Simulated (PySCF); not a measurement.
These 4 structures share the formula C3H5B. Method used: PBE0-D3(BJ)/def2-SVP geometry optimisation, gas phase in PySCF. Energies are electronic, without zero-point or thermal terms, for one conformer each. No frequencies were run at this level. Point groups hold within 0.08 Å.

Question: Rank from lowest to highest electronic energy at this level (kcal/mol).
A. `[BH2:1][CH:2]1[CH:3]=[CH:4]1` with H–B1–C2–C3 28° and -152°
B. `BC#CC`
C. `[BH2:1][C:2]1=[CH:3][CH2:4]1` with H–B1–C2–C3 -65° and 116°
D. `[BH2:1][CH2:2][C:3]#[CH:4]` with H–B1–C2–C3 5° and -176°

Answer: B (0.0), D (16.3), C (21.8), A (29.0).

As drawn, the lowest has a C≡C bond, which the highest lacks; the highest has a three-membered ring and a C=C bond outside aromatic rings, which the lowest lacks.

| SMILES | E (Eh) | E rel (kcal/mol) | dipole (D) | point group | A, B, C (MHz) |
| --- | --- | --- | --- | --- | --- |
| BC#CC | -141.81592 | 0.0 | 2.30 | near Cs | 93708, 3519, 3465 |
| BCC#C | -141.78998 | 16.3 | 0.81 | near Cs | 32090, 4547, 4081 |
| BC1=CC1 | -141.78122 | 21.8 | 0.88 | – | 21986, 6535, 5375 |
| BC1C=C1 | -141.76963 | 29.0 | 1.62 | Cs | 20695, 6709, 6236 |

Q: How do the relative energies change in single points at PBE0/pcSseg-1 (no added dispersion term) on the same geometries?

A: 
```csv
SMILES,PBE0-D3(BJ)/def2-SVP (kcal/mol),PBE0/pcSseg-1 (kcal/mol),shift
BC#CC,0.0,0.0,0.0
BCC#C,16.3,15.8,-0.5
BC1=CC1,21.8,23.5,+1.7
BC1C=C1,29.0,30.1,+1.1
```

Each column counts from its own lowest isomer. The order is unchanged; the largest shift is 1.7 kcal/mol.
